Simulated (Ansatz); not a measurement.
K3I2. The state is a doublet with charge 0. Geometry B3LYP-D4/def2-SVP, basis def2-TZVP, Ansatz.

```xyz
5

K    -2.363   -2.840    1.452
K     0.170    2.790   -0.009
K     1.113   -1.445   -0.656
I     2.996    1.301   -0.657
I    -1.916    0.195   -0.131
```

```csv
run,HOMO (eV),LUMO (eV)
A,-2.28,-1.58
B,-2.44,-1.80
C,-2.84,-1.23
D,-2.56,-2.04
E,-2.41,-1.52
```

In the def2 sets I takes a core potential; there is no spin–orbit coupling. Another isomer (doublet) lies 0.20 eV lower at B97M-V/def2-TZVP; other spin states weren't run for this one.

HOMO and LUMO are taken over both spins.

The runs used B97M-V, LDA (SPW92), PBE, PBE0, r2SCAN. Estimate which is which.

A B97M-V (0 % exact exchange); B PBE (0 % exact exchange); C PBE0 (25 % exact exchange); D LDA (SPW92) (0 % exact exchange); E r2SCAN (0 % exact exchange). Exact exchange lowers occupied and raises empty levels; among semilocal functionals meta-GGAs tend to open the gap a little, and such runs are hard to tell apart. The gap grows from 0.51 eV (LDA (SPW92)) to 1.60 eV (PBE0).
